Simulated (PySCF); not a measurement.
C3H9Al, charge -1, doublet, at a GFN2-xTB geometry (such geometries of metal compounds can be far from the true shape) (a state made from the parent by changing its charge; the spin is typed, not shown lowest) (a gas-phase anion, which may not be bound at this level), with bond 12-10 at 1.4 times its length; CASSCF(3,3)/6-31G (PySCF).

The PySCF input:
```python
from pyscf import gto, scf, mcscf
import numpy

mol = gto.M(
    atom='''
Al   -0.31700592    0.25967624    0.46506797
C    -1.20754050   -1.44616938   -0.33940898
H    -0.65237729   -1.91465223   -1.16576096
H    -2.21352957   -1.24446255   -0.73747428
H    -1.34431372   -2.23972960    0.41073161
C    -0.02640145    1.50537305   -1.18233384
H     0.53541572    1.05351774   -2.01343445
H     0.52168831    2.42321346   -0.92094861
H    -0.97619497    1.84750665   -1.62050333
C     1.60667949   -0.36453262    0.97491300
H     2.23246703    0.46434251    1.33893447
H     2.40610350   -1.01187784   -0.17161384
H     1.60379960   -1.10663135    1.78758563
''',
    basis='6-31g',
    charge=-1,
    spin=1,
    verbose=4,
)

mf = scf.ROHF(mol)
mf.kernel()
mc = mcscf.CASSCF(mf, 3, 3)
mc.fix_spin_(ss=0.75)
mc.kernel()
occ = numpy.linalg.eigvalsh(mc.fcisolver.make_rdm1(mc.ci, mc.ncas, mc.nelecas))[::-1]
ss = mc.fcisolver.spin_square(mc.ci, mc.ncas, mc.nelecas)[0]
print('natural occupations', occ.round(4), ' <S^2>', round(ss, 4))
```

What the program printed (banner, timings and long lists left out):

```
PySCF version 2.14.0

[INPUT] verbose = 4
[INPUT] num. atoms = 13
[INPUT] num. electrons = 41
[INPUT] charge = -1
[INPUT] spin (= nelec alpha-beta = 2S) = 1
[INPUT] symmetry False subgroup None
[INPUT] Mole.unit = angstrom
[INPUT] Symbol           X                Y                Z      unit          X                Y                Z       unit  Magmom
[INPUT]  1 Al    -0.317005920000   0.259676240000   0.465067970000 AA   -0.599054368666   0.490716974657   0.878851092607 Bohr   0.0
[INPUT]  2 C     -1.207540500000  -1.446169380000  -0.339408980000 AA   -2.281920829320  -2.732864057932  -0.641390016418 Bohr   0.0
[INPUT]  3 H     -0.652377290000  -1.914652230000  -1.165760960000 AA   -1.232814407986  -3.618168338488  -2.202968941110 Bohr   0.0
[INPUT]  4 H     -2.213529570000  -1.244462550000  -0.737474280000 AA   -4.182964655926  -2.351693391778  -1.393624413111 Bohr   0.0
[INPUT]  5 H     -1.344313720000  -2.239729600000   0.410731610000 AA   -2.540384756295  -4.232475537082   0.776170253602 Bohr   0.0
[INPUT]  6 C     -0.026401450000   1.505373050000  -1.182333840000 AA   -0.049891509791   2.844742779801  -2.234287145405 Bohr   0.0
[INPUT]  7 H      0.535415720000   1.053517740000  -2.013434450000 AA    1.011789073587   1.990859995971  -3.804839680264 Bohr   0.0
[INPUT]  8 H      0.521688310000   2.423213460000  -0.920948610000 AA    0.985848028287   4.579209780760  -1.740340647699 Bohr   0.0
[INPUT]  9 H     -0.976194970000   1.847506650000  -1.620503330000 AA   -1.844741137478   3.491281581813  -3.062307477646 Bohr   0.0
[INPUT] 10 C      1.606679490000  -0.364532620000   0.974913000000 AA    3.036184206056  -0.688866815270   1.842318565278 Bohr   0.0
[INPUT] 11 H      2.232467030000   0.464342510000   1.338934470000 AA    4.218751268821   0.877480171893   2.530219447040 Bohr   0.0
[INPUT] 12 H      2.406103500000  -1.011877840000  -0.171613840000 AA    4.546876642357  -1.912171989116  -0.324303156785 Bohr   0.0
[INPUT] 13 H      1.603799600000  -1.106631350000   1.787585630000 AA    3.030742002687  -2.091230172358   3.378047264908 Bohr   0.0

nuclear repulsion = 145.722168264751
number of shells = 40
number of NR pGTOs = 148
number of NR cGTOs = 58
basis = 6-31g
ecp = {}

******** <class 'pyscf.scf.rohf.ROHF'> ********
method = ROHF
initial guess = minao
damping factor = 0
level_shift factor = 0
DIIS = <class 'pyscf.scf.diis.CDIIS'>
diis_start_cycle = 1
diis_space = 8
diis_damp = 0
SCF conv_tol = 1e-09
SCF conv_tol_grad = None
SCF max_cycles = 50
direct_scf = True
direct_scf_tol = 1e-13
num. doubly occ = 20  num. singly occ = 1
Set gradient conv threshold to 3.16228e-05
init E= -360.26413754719
  HOMO = -0.0637872024396766  LUMO = 0.0731247249496845  gap/eV = 3.72556
cycle= 1 E= -360.539304036368  delta_E= -0.275  |g|= 0.329  |ddm|= 2.07
  HOMO = 0.125918904475792  LUMO = 0.316329435543021  gap/eV = 5.18133
cycle= 2 E= -360.595799250664  delta_E= -0.0565  |g|= 0.115  |ddm|= 0.627
  HOMO = 0.0967079599035279  LUMO = 0.301756222763466  gap/eV = 5.57965
cycle= 3 E= -360.601946424598  delta_E= -0.00615  |g|= 0.0389  |ddm|= 0.172
  HOMO = 0.094562282732902  LUMO = 0.303754991087062  gap/eV = 5.69242
cycle= 4 E= -360.602835317677  delta_E= -0.000889  |g|= 0.00642  |ddm|= 0.0728
  HOMO = 0.0969274243695974  LUMO = 0.30482083700054  gap/eV = 5.65707
cycle= 5 E= -360.602873033343  delta_E= -3.77e-05  |g|= 0.00237  |ddm|= 0.0149
  HOMO = 0.0967109334327918  LUMO = 0.304871086215295  gap/eV = 5.66433
cycle= 6 E= -360.602878706618  delta_E= -5.67e-06  |g|= 0.000955  |ddm|= 0.00691
  HOMO = 0.0966664066045617  LUMO = 0.304831249229836  gap/eV = 5.66445
cycle= 7 E= -360.602879337942  delta_E= -6.31e-07  |g|= 0.000247  |ddm|= 0.00199
  HOMO = 0.0967244762441404  LUMO = 0.304856674000901  gap/eV = 5.66357
cycle= 8 E= -360.602879407855  delta_E= -6.99e-08  |g|= 6.46e-05  |ddm|= 0.000649
  HOMO = 0.0967075191549274  LUMO = 0.304851632795345  gap/eV = 5.66389
cycle= 9 E= -360.602879413026  delta_E= -5.17e-09  |g|= 1.95e-05  |ddm|= 0.000172
  HOMO = 0.0967129139897274  LUMO = 0.304853335295552  gap/eV = 5.66379
cycle= 10 E= -360.602879413581  delta_E= -5.55e-10  |g|= 3.52e-06  |ddm|= 7.14e-05
  HOMO = 0.0967122621476801  LUMO = 0.304853085094136  gap/eV = 5.66380
Extra cycle  E= -360.602879413596  delta_E= -1.47e-11  |g|= 1.61e-06  |ddm|= 8.29e-06
converged SCF energy = -360.602879413596

******** <class 'pyscf.mcscf.mc1step.CASSCF'> ********
CAS (2e+1e, 3o), ncore = 19, nvir = 36
max_cycle_macro = 50
max_cycle_micro = 4
conv_tol = 1e-07
conv_tol_grad = None
orbital rotation max_stepsize = 0.02
orbital rotation threshold for CI restart = 0.01
augmented hessian ah_max_cycle = 30
augmented hessian ah_conv_tol = 1e-12
augmented hessian ah_linear dependence = 1e-14
augmented hessian ah_level shift = 1e-08
augmented hessian ah_start_tol = 2.5
augmented hessian ah_start_cycle = 3
augmented hessian ah_grad_trust_region = 3
kf_trust_region = 3
kf_interval = 4
ci_response_space = 4
ci_grad_trust_region = 3
with_dep4 0
natorb = False
canonicalization = True
sorting_mo_energy = False
ao2mo_level = 2
internal_rotation = False
******** <class 'pyscf.fci.addons.SpinPenaltyFCISolver'> ********
max. cycles = 50
conv_tol = 1e-08
davidson only = True
linear dependence = 1e-12
level shift = 0.001
max iter space = 12
nroots = 1
pspace_size = 400
spin = None
CASCI E = -360.602907862893  S^2 = 0.7500000
Set conv_tol_grad to 0.000316228
macro iter   1 ( 21 JK    4 micro), CASSCF E = -360.604284514703  dE = -1.37665181e-03  S^2 = 0.7500000
               |grad[o]|=0.000335  |grad[c]|=0.00992  |ddm|=0.00411  |maxRot[o]|=0.235
macro iter   2 ( 21 JK    4 micro), CASSCF E = -360.607186148822  dE = -2.90163412e-03  S^2 = 0.7500000
               |grad[o]|=0.0054  |grad[c]|=0.0121  |ddm|=0.00467  |maxRot[o]|=0.298
macro iter   3 ( 20 JK    4 micro), CASSCF E = -360.607360409430  dE = -1.74260608e-04  S^2 = 0.7500000
               |grad[o]|=0.00431  |grad[c]|=0.00431  |ddm|=0.00118  |maxRot[o]|=0.0747
macro iter   4 ( 14 JK    4 micro), CASSCF E = -360.607391997563  dE = -3.15881331e-05  S^2 = 0.7500000
               |grad[o]|=0.00145  |grad[c]|=0.00268  |ddm|=0.00049  |maxRot[o]|=0.026
macro iter   5 ( 13 JK    4 micro), CASSCF E = -360.607418532534  dE = -2.65349711e-05  S^2 = 0.7500000
               |grad[o]|=0.000952  |grad[c]|=0.00135  |ddm|=0.000291  |maxRot[o]|=0.026
macro iter   6 ( 10 JK    2 micro), CASSCF E = -360.607423691174  dE = -5.15864048e-06  S^2 = 0.7500000
               |grad[o]|=0.00052  |grad[c]|=0.000241  |ddm|=0.000136  |maxRot[o]|=0.0159
macro iter   7 (  6 JK    1 micro), CASSCF E = -360.607423871265  dE = -1.80090467e-07  S^2 = 0.7500000
               |grad[o]|=0.000109  |grad[c]|=0.000109  |ddm|=3.35e-05  |maxRot[o]|=0.00374
macro iter   8 (  1 JK    1 micro), CASSCF E = -360.607423871328  dE = -6.28119778e-11  S^2 = 0.7500000
               |grad[o]|=1.7e-05  |grad[c]|=8.62e-06  |ddm|=2.49e-06  |maxRot[o]|=    0
1-step CASSCF converged in   8 macro (106 JK  24 micro) steps
CASSCF canonicalization
Density matrix diagonal elements [1.99246826 1.00062674 0.006905  ]
CASSCF energy = -360.607423871328
CASCI E = -360.607423871328  E(CI) = -1.34497331479855  S^2 = 0.7500000
natural occupations [1.9925 1.0007 0.0069]  <S^2> 0.75
```
